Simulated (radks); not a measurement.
The rubidium ion Rb3+, configuration [Ar] 3d10 4s2 4p4. Calculated with a radial shooting solver on a logarithmic mesh with Libxc functionals: scalar-relativistic Kohn-Sham, PBEsol, spin-polarised, spherical densities, point nucleus; open shells are filled with parallel spins first (spin-orbit coupling, left out, can overturn this in heavy ions).

Unscreened Slater integrals over Kohn-Sham orbitals (hartree). They are taken over the spin-up orbitals.

\begin{tabular}{lr}
integral & value \\ \hline
F0(4p,4p) & 0.57475 \\
F2(4p,4p) & 0.30511 \\
F0(4p,4s) & 0.60713 \\
G1(4p,4s) & 0.41123 \\
F0(4p,3d) & 0.74198 \\
F2(4p,3d) & 0.16562 \\
G1(4p,3d) & 0.055360 \\
G3(4p,3d) & 0.052067 \\
F0(4s,4s) & 0.64689 \\
F0(4s,3d) & 0.82150 \\
G2(4s,3d) & 0.070872 \\
F0(3d,3d) & 1.7445 \\
F2(3d,3d) & 0.84306 \\
F4(3d,3d) & 0.53204 \\
\end{tabular}

Derived for the open shells (J is the average intra-shell exchange parameter used in DFT+U). 4p: J = F2/5 = 0.06102 hartree.
